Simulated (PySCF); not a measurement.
**Relaxation of quintet CrH₂**

Level of theory: UPBE0 in PySCF with Cr def2-TZVP, H def2-TZVP; no relativity; density-fitted integrals. A (50,194) grid was used.

A hand-made linear start, of D∞h symmetry, held to at least that symmetry:

```xyz
3
charge 0 multiplicity 5, angstrom
Cr    0.0000    0.0000    0.0000
H     0.0000    0.0000    1.5400
H     0.0000    0.0000   -1.5400
```

Optimiser trace:
```json
{"step": "0", "E − E(last) (kJ/mol)": "43.54", "largest gradient (Eh/bohr)": "0.05396"}
{"step": "1", "E − E(last) (kJ/mol)": "11.21", "largest gradient (Eh/bohr)": "0.02450"}
{"step": "2", "E − E(last) (kJ/mol)": "0.96", "largest gradient (Eh/bohr)": "0.00658"}
{"step": "3", "E − E(last) (kJ/mol)": "0.03", "largest gradient (Eh/bohr)": "0.00108"}
{"step": "4", "E − E(last) (kJ/mol)": "0.00", "largest gradient (Eh/bohr)": "0.00006"}
```

It ends at D∞h with Cr–H 1.723 Å (×2); H–Cr–H 180.0°. A frequency run shows a minimum. Other isomers or separated fragments may lie lower.

Final geometry:
```xyz
3
charge 0 multiplicity 5, angstrom
Cr    0.0000    0.0000    0.0000
H     0.0000    0.0000    1.7225
H     0.0000    0.0000   -1.7225
```

Other spin states or occupations of the open shell can lie lower.

The relaxation took 3.2 s on 2 threads of a shared Arm Neoverse V1 host, with 57 basis functions and 5 gradients; the process peaked at 0.38 GiB.
